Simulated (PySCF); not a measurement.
Static response to an electric field

C5H7F3S.
Structure used (GFN2-xTB), in Å, numbered top down from 1:
```
atom  x, y, z in Å
C1     3.060    0.109   -0.566
S2     1.599   -0.971   -0.502
C3     0.402    0.209   -0.049
C4    -0.895   -0.028    0.149
C5    -1.871    1.047    0.541
F6    -1.259    2.266    0.661
C7    -1.507   -1.387    0.000
F8    -2.497   -1.379   -0.934
F9    -2.106   -1.784    1.155
H10    3.232    0.544    0.414
H11    2.908    0.881   -1.315
H12    3.900   -0.518   -0.845
H13    0.787    1.210    0.072
H14   -2.655    1.151   -0.220
H15   -2.330    0.816    1.510
H16   -0.776   -2.157   -0.286
```

Level: PBE0/def2-SVPD (PySCF), static field, nuclei fixed, core orbitals frozen in the response. The polarisability tensor in these axes (au):

```
x   119.33  -1.06 -10.70
y    -1.06  77.81   2.99
z   -10.70   2.99  66.01
```

Diagonalise the tensor; give its mean and Δα, where Δα² is half the sum of the squared differences of the eigenvalues.

Principal values 63.42, 78.28 and 121.45 au; mean 87.72 au = 13.00 Å³ = 14.46 × 10⁻⁴⁰ C²·m²/J; Δα = 52.21 au (60 % of the mean).

What is the dipole moment, and where does it point?

(2.81, 0.71, -0.39) D, 2.92 D in size, pointing from the negative to the positive side. Measured along this direction, the outermost atoms are F8 and F9 at the negative end and H12 at the positive end.

Find the Langevin capture rate constant for H3O+ (19.018 u) meeting this molecule (156.022 u), k = 2.342 × 10⁻⁹ cm³/s × √(α in Å³ / reduced mass in u).

The reduced mass is 16.95 u, so k = 2.05 × 10⁻⁹ cm³/s. The formula leaves out the permanent dipole, which adds to the capture rate.

What molar refraction does this α imply?

Lorentz–Lorenz: R = (4π/3)N_A α = 2.5225 cm³/(mol·Å³) × 13.00 Å³ = 32.8 cm³/mol, in the limit of long wavelengths.

In TDDFT the mean static polarisability is Σ f/ω² over all singlet excitations (ω in hartree). How much of it do the 6 lowest give? Their energies (eV) and oscillator strengths: 5.21, 0.2710; 5.36, 0.0002; 5.99, 0.0083; 6.20, 0.0019; 6.72, 0.0025; 7.03, 0.0193.

They add up to 7.94 au, 9.1 % of the 87.72 au; the largest single term is 7.40 au, from the state at 5.21 eV. Terms in order: 7.40, 0.01, 0.17, 0.04, 0.04, 0.29 au. Higher excitations give the rest. The strengths listed sum to 0.303.

Geometry: GFN2-xTB, one conformer, isolated molecule.
